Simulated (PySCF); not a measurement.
**C$_{6}$H$_{8}$N$_{2}$OSi: full NMR table**

```
Formula                               : C6H8N2OSi
SMILES                                : C#Cc1nccn1[SiH2]OC
InChI                                 : InChI=1S/C6H8N2OSi/c1-3-6-7-4-5-8(6)10-9-2/h1,4-5H,10H2,2H3
Point group of the computed structure : C1
Degrees of unsaturation               : 5
Carbon signals                        : 6
Proton signals                        : 5
```

Bonds (- single, = double, # triple, : aromatic): C1#C2, C2-C3, C3:N4, N4:C5, C5:C6, C6:N7, N7-Si8, Si8-O9, O9-C10, N7:C3. C1 carries H11; C5 carries H12; C6 carries H13; Si8 carries H14, H15; C10 carries H16, H17, H18.

One computed conformer, relativity neglected, fast rotation and ring inversion assumed for equivalent nuclei, isolated molecule. PBE0-D3(BJ)/def2-SVP structure; NMR shieldings at PBE0/pcSseg-1/GIAO; PySCF 2.14.0 with density-fitted response routines.

Scale: 1H (σref 31.27), 13C (σref 184.41), 29Si (σref 351.99) vs TMS; 15N (σref 265.67) vs NH3; 17O (σref 334.56) against H2O (reference shieldings calculated alike).

```tsv
carbon	δC, type	δH (multiplicity)	HMBC from (2–3 bonds)	span of the C tensor (ppm)
C1	87.6, CH	3.23 (s)	–	188
C2	79.0, C	–	H11	285
C3	134.0, C	–	H12, H13, H14/H15, H11	128
C5	137.3, CH	7.26 (m)	H13	156
C6	126.6, CH	7.10 (m)	H12, H14/H15	162
C10	52.5, CH3	3.84 (s)	H14/H15	80
```

Other nuclei:
```tsv
atoms	nucleus	environment	δ (ppm)	σ (ppm)
H14/H15	1H	hydrogen on a silicon bonded to N, O	5.42	25.84
Si8	29Si	silicon bonded to N, O, 2 H	-23.1	375.1
N4	15N	pyridine-type nitrogen of an azole	330.5	-64.9
N7	15N	pyrrole-type ring nitrogen	196.7	68.9
O9	17O	oxygen bonded to C, Si	1.7	332.9
```

- Carbon types of the structure: 2 × C, 3 × CH, 1 × CH3, leaving 2 H on heteroatoms.
- δC 137.3, 126.6: aromatic CH next to a ring nitrogen.
- δC 134.0: substituted aromatic carbon next to a ring nitrogen.
- δC 87.6: terminal alkyne carbon; sp carbons lie upfield of alkene carbons because the cylindrical π system leaves one tensor component strongly shielded.
- δC 79.0: alkyne carbon; sp carbons lie upfield of alkene carbons because the cylindrical π system leaves one tensor component strongly shielded.
- δH 3.23: hydrogen on a terminal alkyne carbon; it lies on the axis of the triple bond, in its shielding cone.

Shifts are as computed. Against solution values, carbons near 30 ppm lie about +2 ppm off and those near 130 ppm about +5 ppm. Of 1211 compounds with measured shifts, 218 miss one by over three times the rms of a fit or turn the order of signals round; such compounds aren't used in these exercises. Experimental scales use liquid or dissolved standards, which lie at an offset from isolated NH3 (liquid NH3: subtract about 20 ppm) and H2O (liquid H2O: subtract about 36 ppm). Unscaled 15N shifts of sp2 nitrogen come out 20 to 40 ppm too high even then. No couplings were computed; multiplicities are counted from neighbouring protons, with m where these are inequivalent, close in shift, in a saturated or five-membered ring or joined by F or P, and br s for small geminal =CH2 splittings.
